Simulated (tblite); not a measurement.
Compound: C8H13F.
Z-matrix (Å and degrees, GFN2-xTB geometry), rows numbered from 1:
```
C 
C   1  1.3286
C   2  1.5059  1  120.92
C   3  1.5284  2  111.22  1  -114.27
C   2  1.4775  1  122.09  3  -179.12
C   5  1.3284  2  122.42  1  -138.75
C   5  1.5062  2  117.08  1    41.41
C   7  1.5249  5  110.75  2    63.34
F   8  1.3748  7  110.24  5  -177.51
H   1  1.0761  2  122.88  3  -179.37
H   1  1.0769  2  121.38  3    -1.46
H   3  1.0913  2  109.83  1   124.91
H   3  1.0911  2  109.40  1     6.69
H   4  1.0878  3  110.35  2    61.04
H   4  1.0874  3  110.38  2  -179.11
H   4  1.0875  3  110.52  2   -58.99
H   6  1.0758  5  122.68  2     1.59
H   6  1.0770  5  121.47  2   179.48
H   7  1.0916  5  110.43  2   -56.72
H   7  1.0911  5  110.13  2  -175.94
H   8  1.0950  7  111.42  5    64.26
H   8  1.0945  7  111.40  5   -59.12
```

Level: GFN2-xTB in tblite, geometry and Hessian alike; calculated harmonic values, unscaled, isolated species. Against measured fundamentals such values can be off by several per cent, at times by over 20. One conformer, not necessarily the lowest.

Harmonic wavenumbers (cm⁻¹): 36.3, 60.6, 64.9, 84.9, 146.7, 204.1, 220.9, 284.5, 346.6, 380.8, 428.0, 462.2, 509.6, 639.3, 689.6, 746.7, 757.5, 810.5, 829.4, 894.2, 896.9, 919.0, 961.1, 1019.6, 1032.1, 1037.4, 1071.5, 1079.0, 1087.2, 1164.8, 1185.1, 1237.0, 1247.6, 1269.5, 1306.5, 1322.6, 1338.4, 1408.1, 1418.9, 1421.5, 1452.3, 1477.0, 1485.1, 1501.2, 1505.9, 1682.3, 1696.0, 2943.3, 2952.6, 2977.0, 2984.3, 2993.2, 3000.4, 3033.5, 3036.9, 3041.3, 3108.1, 3108.2, 3129.7, 3133.4.

A = 2103, B = 978.7, C = 932.5 MHz; mass 128.100 u (most abundant isotopes); point group C1, symmetry number 1.

**Question.** What is the zero-point energy?

**Answer.** Half the sum of the wavenumbers: 41131 cm⁻¹ = 492.04 kJ/mol.

**Question.** Give the ideal-gas entropy at 350 K and 1 bar in the rigid-rotor, harmonic-oscillator model (classical rotation).

**Answer.** Translation 172.71, rotation 125.45, vibration 164.76: S = 462.9 J/(mol K).

**Question.** And Cp and H(350 K) − H(0)?

**Answer.** Cp = 195.10 J/(mol K), of which vibrations give 161.84 (their classical limit is 60 R = 498.9); H(350 K) − H(0) = 40.38 kJ/mol without the zero-point energy, 28.74 from vibrations.

**Question.** What must be added to the electronic energy to get the Gibbs energy at 350 K and 1 bar?

**Answer.** ZPE + [H(350 K) − H(0)] − T·S = 492.04 + 40.38 − 162.02 = 370.40 kJ/mol.

**Question.** Blend soft modes into free rotors: weight 1/[1 + (100 cm⁻¹/ν̃)⁴] for the oscillator and the rest for a rotor with moment μB/(μ + B), μ = h/(8π²ν), B = 10⁻⁴⁴ kg m². What vibrational entropy results?

**Answer.** 146.03 J/(mol K) in place of 164.76, which changes −T·S at 350 K by +6.55 kJ/mol.

**Question.** Which modes carry the vibrational entropy at 350 K?

**Answer.** 36.3 cm⁻¹: 24.14; 60.6 cm⁻¹: 19.89; 64.9 cm⁻¹: 19.32; 84.9 cm⁻¹: 17.11; 146.7 cm⁻¹: 12.64; 204.1 cm⁻¹: 10.01 J/(mol K); the other 54 give 61.63 together.

**Question.** How do the functions run with temperature in this model?

**Answer.** 
| T (K) | S (J/(mol K)) | Cp (J/(mol K)) | H − H(0) (kJ/mol) | G − H(0) (kJ/mol) | ln q(vib) |
| --- | --- | --- | --- | --- | --- |
| 50 | 254.3 | 62.6 | 2.33 | -10.39 | 0.90 |
| 100 | 304.7 | 84.7 | 6.03 | -24.44 | 2.55 |
| 298.15 | 433.7 | 170.1 | 30.91 | -98.40 | 8.47 |
| 373.15 | 475.8 | 206.1 | 45.02 | -132.51 | 10.59 |
| 500 | 543.9 | 260.6 | 74.73 | -197.22 | 14.15 |
| 750 | 665.5 | 338.6 | 150.34 | -348.76 | 21.02 |
| 1000 | 770.4 | 390.1 | 241.84 | -528.57 | 27.51 |

q(vib) and H(0) count from the zero-point level.

Hindered rotation and anharmonicity are outside this model. Other conformers, if any are populated, would add a mixing term that is left out. The structure is chiral; the term R ln 2 for an equal mix with its mirror image is left out.

The run took 2.3 s of wall time on an Intel Xeon at 2.50 GHz with one thread, shared host with 64 logical CPUs at a one-minute load of 58. This covers the Hessian and the dipole derivatives.
